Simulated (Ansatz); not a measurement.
Gas-phase reaction in SMILES: CCCCC=O -> CCCC[C]=O + H atom (the C-H bond at the site shown breaks; other sites are not compared here)
Each molecule is optimised on its own at B3LYP-D3(BJ)/def2-TZVP (Ansatz, a first-principles code), one conformer each, not searched for the lowest.

Wanted: bond dissociation energy (electronic energy difference), in kcal/mol. Cores are frozen in the correlated levels unless marked. Open shells are spin-unrestricted. No spin-orbit coupling. No relativistic terms. Basis-set limits of correlation are two-point, X^-3; Hartree-Fock from the larger set. The bracket is a focal-point correction in the basis named.

```json
[
 {"level": "BLYP/def2-TZVPD", "program": "Ansatz", "bond dissociation energy (kcal/mol)": "90.1", "minus last row": "-5.9"},
 {"level": "CAM-B3LYP/def2-TZVPD", "program": "Ansatz", "bond dissociation energy (kcal/mol)": "93.4", "minus last row": "-2.6"},
 {"level": "B2PLYP-D3(BJ)/def2-TZVPD", "program": "Ansatz + dftd3", "bond dissociation energy (kcal/mol)": "92.4", "minus last row": "-3.6"},
 {"level": "RI-MP2/cc-pVTZ", "program": "Ansatz", "bond dissociation energy (kcal/mol)": "93.2", "minus last row": "-2.8"},
 {"level": "SCS-MP2/cc-pVTZ", "program": "Ansatz", "bond dissociation energy (kcal/mol)": "95.7", "minus last row": "-0.3"},
 {"level": "CCSD/cc-pVTZ", "program": "Ansatz", "bond dissociation energy (kcal/mol)": "94.6", "minus last row": "-1.4"},
 {"level": "RI-MP2/CBS(cc-pVTZ,cc-pVQZ)+[CCSD(T)-MP2]/cc-pVTZ", "program": "Ansatz", "bond dissociation energy (kcal/mol)": "96.0", "minus last row": "0.0"}
]
```
